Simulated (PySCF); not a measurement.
F5W (SMILES [F][W]([F])([F])([F])[F]), doublet, at a GFN2-xTB geometry (such geometries of metal compounds can be far from the true shape) (core potentials on W); PySCF with DF-BLYP/def2-SV(P).

Here is a job for PySCF.
```python
from pyscf import gto, scf, dft

mol = gto.M(
    atom='''
W    -0.03014137   -0.02973527    0.01267717
F     1.06889118   -1.06291643    1.07015729
F    -1.46868278    0.66851128   -0.90200882
F     0.37898183    1.81301718    0.23492453
F     1.54533305    0.08537117   -1.04427276
F    -1.27669428   -1.25949322    0.53696527
''',
    basis='def2-sv(p)',
    ecp={'W': 'def2-sv(p)'},
    spin=1,
    verbose=4,
)

mf = dft.UKS(mol)
mf.xc = 'blyp'
mf.grids.prune = dft.gen_grid.sg1_prune
mf = mf.density_fit(auxbasis='def2-universal-jkfit')
mf.kernel()
mf.analyze()
```

Output, abridged:

```
PySCF version 2.14.0

[INPUT] verbose = 4
[INPUT] num. atoms = 6
[INPUT] num. electrons = 59
[INPUT] charge = 0
[INPUT] spin (= nelec alpha-beta = 2S) = 1
[INPUT] symmetry False subgroup None
[INPUT] Mole.unit = angstrom
[INPUT] Symbol           X                Y                Z      unit          X                Y                Z       unit  Magmom
[INPUT]  1 W     -0.030141370000  -0.029735270000   0.012677170000 AA   -0.056958934319  -0.056191516540   0.023956379335 Bohr   0.0
[INPUT]  2 F      1.068891180000  -1.062916430000   1.070157290000 AA    2.019911587163  -2.008620946000   2.022304188307 Bohr   0.0
[INPUT]  3 F     -1.468682780000   0.668511280000  -0.902008820000 AA   -2.775408218065   1.263303230382  -1.704549631742 Bohr   0.0
[INPUT]  4 F      0.378981830000   1.813017180000   0.234924530000 AA    0.716171864886   3.426105929331   0.443943021642 Bohr   0.0
[INPUT]  5 F      1.545333050000   0.085371170000  -1.044272760000 AA    2.920256235739   0.161328130234  -1.973389515744 Bohr   0.0
[INPUT]  6 F     -1.276694280000  -1.259493220000   0.536965270000 AA   -2.412602533999  -2.380097241547   1.014717298703 Bohr   0.0

nuclear repulsion = 331.131420595232
number of shells = 41
number of NR pGTOs = 170
number of NR cGTOs = 95
basis = def2-sv(p)
ecp = {'W': 'def2-sv(p)'}

******** <class 'pyscf.df.df_jk.DFUKS'> ********
method = DFUKS
initial guess = minao
damping factor = 0
level_shift factor = 0
DIIS = <class 'pyscf.scf.diis.CDIIS'>
diis_start_cycle = 1
diis_space = 8
diis_damp = 0
SCF conv_tol = 1e-09
SCF conv_tol_grad = None
SCF max_cycles = 50
direct_scf = False
number electrons alpha = 30  beta = 29
XC library pyscf.dft.libxc version 7.1.2
    S. Lehtola, C. Steigemann, M. J. T. Oliveira, and M. A. L. Marques,  SoftwareX 7, 1–5 (2018)
XC functionals = blyp
    A. D. Becke,  Phys. Rev. A 38, 3098 (1988)
    C. Lee, W. Yang, and R. G. Parr,  Phys. Rev. B 37, 785 (1988)
    B. Miehlich, A. Savin, H. Stoll, and H. Preuss,  Chem. Phys. Lett. 157, 200 (1989)
radial grids:
    Treutler-Ahlrichs [JCP 102, 346 (1995); DOI:10.1063/1.469408] (M4) radial grids

becke partition: Becke, JCP 88, 2547 (1988); DOI:10.1063/1.454033
pruning grids: <function sg1_prune>
grids dens level: 3
symmetrized grids: False
atomic radii adjust function: <function treutler_atomic_radii_adjust>
small_rho_cutoff = 0
Set gradient conv threshold to 3.16228e-05
Traceback (most recent call last):
  File "input.py", line 22, in <module>
  File "<string>", line 2, in kernel
  File "site-packages/pyscf/scf/hf.py", line 2099, in scf
  File "site-packages/pyscf/scf/hf.py", line 132, in kernel
  File "site-packages/pyscf/dft/uks.py", line 42, in get_veff
  File "site-packages/pyscf/dft/uks.py", line 192, in initialize_grids
  File "site-packages/pyscf/dft/rks.py", line 506, in initialize_grids
  File "site-packages/pyscf/dft/gen_grid.py", line 653, in build
  File "<string>", line 6, in gen_atomic_grids
  File "site-packages/pyscf/dft/gen_grid.py", line 318, in gen_atomic_grids
  File "site-packages/pyscf/dft/gen_grid.py", line 81, in sg1_prune
IndexError: index 74 is out of bounds for axis 0 with size 19
```

The program refused the input.
